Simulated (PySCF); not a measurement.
C3F3, SMILES C(C(F)(F)F)#[C], multiplicity 2. Atoms are numbered in the order given.

```xyz
6

C      0.0000     0.0000     2.4305
C      0.0000     0.0000     1.2069
C      0.0000     0.0000    -0.2690
F      1.0916     0.6302    -0.7485
F      0.0000    -1.2605    -0.7485
F     -1.0916     0.6302    -0.7485
```
Charge 0, spin multiplicity 2.

Geometry: PBE-D3(BJ)/def2-SVP. The isomer is the one that the SMILES or the coordinates give; other isomers of the formula were not compared.

These are CAM-B3LYP/def2-TZVP (PySCF) values and carry that method's errors.

ESP charges are fitted to the potential on shells at 1.4 to 2.0 van der Waals radii. Atomic charges (e):

| atom | ESP fit | Mulliken | Löwdin | Mulliken spin |
|---|---|---|---|---|
| C1 | 0.21 | 0.09 | 0.13 | 1.20 |
| C2 | -0.37 | -0.14 | -0.09 | -0.20 |
| C3 | 0.73 | 0.50 | -0.66 | 0.01 |
| F4 | -0.19 | -0.15 | 0.21 | 0.00 |
| F5 | -0.19 | -0.15 | 0.21 | 0.00 |
| F6 | -0.19 | -0.15 | 0.21 | 0.00 |

Computed Mayer and Wiberg (Löwdin basis) orders of the bonds:
```json
[
 {"bond": "C1–C2", "Mayer": "2.80", "Wiberg": "3.07"},
 {"bond": "C2–C3", "Mayer": "1.11", "Wiberg": "1.17"},
 {"bond": "C3–F4", "Mayer": "1.16", "Wiberg": "1.75"},
 {"bond": "C3–F5", "Mayer": "1.16", "Wiberg": "1.75"},
 {"bond": "C3–F6", "Mayer": "1.16", "Wiberg": "1.75"}
]
```
